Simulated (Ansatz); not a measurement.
`CC(S)[SiH2]F` + H₂ → `CC([SiH3])S` + H–F at 700 K and 1 bar (hydrogenolysis of the Si–F bond).

Computed with Ansatz on PBE0-D4/def2-TZVP structures; ΔE is electronic, products minus reactants. CCSD(T)/CBS adds triple-zeta CCSD(T) − MP2 to the extrapolated MP2 energy (def2 sets, frozen cores). This one scheme is used for every species. Each species was taken in one conformer, which may not be the lowest.

```
       species  CCSD(T)/CBS energy (Eh)  H − E (kJ/mol)  S (J/(mol·K))
`CC(S)[SiH2]F`               -867.03381           309.2          484.3
            H₂                 -1.17544            46.8          155.3
 `CC([SiH3])S`               -767.76814           316.5          459.0
           H–F               -100.39570            45.2          198.5
```

H − E and S are ideal-gas, rigid-rotor, harmonic terms from PBE0-D4/def2-TZVP, for one conformer and one mirror image of each species. For small species the MP2-based limit differs from directly extrapolated CCSD(T) by up to some mEh (0.8 for H₂); such offsets cancel only in part. 1 Eh = 2625.50 kJ/mol, R = 8.31446 J/(mol·K).

By hand: ΔE, ΔH, ΔS and ΔG.

ΔE = (-767.76814) + (-100.39570) − (-867.03381) − (-1.17544) = 0.04541 Eh = 119.2 kJ/mol. Δ(H − E) = 316.5 + 45.2 − 309.2 − 46.8 = 5.7, so ΔH = 124.9 kJ/mol. ΔS = 459.0 + 198.5 − 484.3 − 155.3 = 17.9 J/(mol·K). ΔG = 124.9 − 700 × (17.9)/1000 = 112.4 kJ/mol.

By hand: the equilibrium constant, and the temperature at which ΔG would vanish if ΔH and ΔS stayed fixed.

log₁₀ K = −ΔG/(RT ln 10) = -8.4. ΔG = 0 at ΔH/ΔS = 6978 K, far beyond where these terms or the molecules hold.

ΔH outweighs TΔS. A doubt of 5 kJ/mol in ΔE shifts log₁₀ K by 0.4 here. Other conformers and mirror images would add mixing entropy, several J/(mol·K) or more a flexible species. These are equilibria of isolated gas molecules and say nothing of rates. Largest T1 diagnostic: 0.011 (customary marks: 0.02 for closed shells, 0.045 for open ones).
